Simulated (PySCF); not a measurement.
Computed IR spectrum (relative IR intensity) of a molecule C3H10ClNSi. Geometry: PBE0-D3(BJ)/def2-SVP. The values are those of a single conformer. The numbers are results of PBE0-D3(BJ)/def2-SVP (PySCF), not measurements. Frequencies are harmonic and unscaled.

Lines under 2 % of the strongest are left out, and lines within 2 cm⁻¹ are merged.

```
ν (cm⁻¹)  relative intensity
--------  ------------------
276                      2.9
297                       18
346                       15
534                       21
622                      6.8
671                      4.2
743                      4.2
754                       24
830                       44
848                      100
890                       37
921                      7.2
982                      7.7
1089                     4.7
1112                     3.7
1259                      15
1388                     2.4
1423                     2.3
1462                     4.5
1639                     9.1
2225                      55
3032                      10
3061                     3.4
3119                     9.7
3138                     7.2
```

Q: Identify the compound among the candidates.
A) CC(C)[Si@H](N)Cl
B) C[C@@H](N)[Si@H](C)Cl
C) CCC[Si@H](N)Cl
D) CC[Si@@H](Cl)CN

A: B, C[C@@H](N)[Si@H](C)Cl
